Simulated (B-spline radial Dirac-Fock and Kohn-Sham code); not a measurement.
## K emission of Dy⁵⁺

System: Dy⁵⁺ in the configuration [Kr] 4d10 4f8 5s2 5p5.

These are calculated numbers from a radial B-spline solver; the model is independent-particle rates on relativistic LDA orbitals of the hole state (multipoles up to L = 3, Coulomb Auger matrix elements, transition energies from Dirac-Fock).

```
        line  multipole  energy (eV)  rate (s⁻¹)  share (%)
  Kα2 (K-L2)         E1      45203.7    1.02e+16       28.8
  Kα1 (K-L3)         E1      45994.6    1.82e+16       51.5
  Kβ3 (K-M2)         E1      51937.6    1.84e+15       5.24
  Kβ1 (K-M3)         E1      52104.4    3.58e+15       10.2
Kβ5'' (K-M4)         E2      52451.7    3.10e+13     0.0880
 Kβ5' (K-M5)         E2      52487.2    4.05e+13      0.115
Kβ2'' (K-N2)         E1      53445.5    4.13e+14       1.17
 Kβ2' (K-N3)         E1            –    8.04e+14       2.28
        K-N4         E2      53619.3    7.20e+12     0.0204
        K-N5         E2      53626.1    9.39e+12     0.0266
        K-O2         E1      53770.3    5.92e+13      0.168
        K-O3         E1      53776.4    1.16e+14      0.328
```

The listed lines hold 100.0 % of the radiative rate. A dash stands for an energy that rests on an unreliable hole state. The radiative width is 23.2 eV in the length form and 23.7 eV in the velocity form; the two differ because the transition energies are not eigenvalue differences of the potential that gave the orbitals. Kα2/Kα1 is 0.559 and Kβ/Kα is 0.244.
